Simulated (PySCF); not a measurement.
Task: Write Cartesian coordinates for `[BH3-][O+](C)CCF` as optimised with PBE0-D3(BJ)/def2-SVP.

Result: 
```
atom  x, y, z in Å
B1    -0.8254    1.3776    0.4063
O2    -0.5091   -0.2107    0.1236
C3    -1.5255   -0.8583   -0.6354
C4     0.8049   -0.4932   -0.3545
C5     1.8609   -0.0464    0.6359
F6     3.0200   -0.6973    0.2944
H7    -1.9923    1.3717    0.7534
H8    -0.6146    1.9147   -0.6759
H9    -0.0466    1.6879    1.2882
H10   -1.3135   -1.9366   -0.6656
H11   -2.4733   -0.6646   -0.1237
H12   -1.5604   -0.4421   -1.6546
H13    0.9419   -0.0154   -1.3396
H14    0.8930   -1.5848   -0.4670
H15    2.0316    1.0382    0.6031
H16    1.5601   -0.3302    1.6577
```

Orientation and origin are arbitrary. Atoms count from 1 in this order. O2 (oxygen bonded to B and 2 C) is pyramidal (angles 115.2°, 113.2° and 112.9°, sum 341.3°, 0.38 Å off the plane of its three neighbours). Of the pairs four or more bonds apart, C5···H9 is among the closest relative to their van der Waals radii: 2.66 Å, 92 % of the sum of Bondi's values. B1 (four-coordinate boron) is distorted tetrahedral (angles from 103.2° to 114.7°).

Bonds between heavy atoms (Å): B1–O2 1.644, O2–C3 1.424, O2–C4 1.427, C4–C5 1.515, C5–F6 1.373.

Theory: PBE0-D3(BJ)/def2-SVP geometry optimisation, gas phase (PySCF).

Point group: C1 (no symmetry element, even within 0.4 Å). No frequency check. One conformer, not necessarily the lowest (B1–O2–C4–C5 60°, O2–C4–C5–F6 162°).
